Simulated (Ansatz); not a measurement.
Input for Ansatz (development build ahead of 0.2.0):

```yaml
crystal:
  periodic: [false, false, false]
  atoms:
    - { symbol: Cr, position_ang: [0.0, 0.0, 0.0] }
    - { symbol: Cl, position_ang: [0.0, 0.0, 5.304] }
basis:
  gaussian: { orbitals: pcseg-2 }
magnetization:
  spin_polarized: true
  initial_magnetization: 5
hamiltonian:
  xc: r2scan
```

The input is written out in the form of the current development build from the run's settings.

Results

- Converged: yes
- Total energy: -1504.57538 hartree
- Spin squared of the determinant: 9.377
- Stability test: minimum

Caution: charge can spread falsely over distant fragments; the unrestricted determinant is spin contaminated.
